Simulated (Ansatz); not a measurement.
An input meant for (ClBe-mu-NH2)2 (Be2N2Cl2H4) (charge 0, singlet).

```yaml
crystal:
  periodic: [true, true, true]
  atoms:
    - {symbol: Be, position_ang: [1.098090, -0.160902, 0.270397]}
    - {symbol: Cl, position_ang: [2.944176, -0.135096, 0.590941]}
    - {symbol: N, position_ang: [-0.232071, 0.418075, 1.166405]}
    - {symbol: Be, position_ang: [-1.062184, 0.276712, -0.316244]}
    - {symbol: Cl, position_ang: [-2.674835, 1.003217, -0.935104]}
    - {symbol: N, position_ang: [0.174505, -0.603575, -1.092806]}
    - {symbol: H, position_ang: [-0.168071, 1.340770, 1.619039]}
    - {symbol: H, position_ang: [-0.562665, -0.215572, 1.911287]}
    - {symbol: H, position_ang: [-0.005252, -1.615814, -1.185980]}
    - {symbol: H, position_ang: [0.488308, -0.307806, -2.027925]}
basis:
  gaussian: {orbitals: def2-mTZVP}
hamiltonian: {xc: {name: PBE0-DH}, pseudopotentials: {relativity: scalar}}
scf: {omitted_lower_state_checks: [starts]}
```

```sh
$ ansatz run in.yaml --threads 4 --pin off --events-out ev --progress --plain --max-ram 3916MiB
```

Question: Predict how Ansatz answers.

Answer: The input was rejected before any iteration. The species is marked periodic without a cell.
```
Error: YAML parse error: error: line 2 column 3: crystal: missing field `lattice` (a structure is typed as `lattice` and `atoms`, a molecule's as `atoms` in Å alone, or read from a run's directory, `checkpoint`)
 --> <input>:2:3
1 | crystal:
2 |   periodic: [true, true, true]
3 |   atoms:
4 |     - {symbol: Be, position_ang: [1.098090, -0.160902, 0.270397]}
```
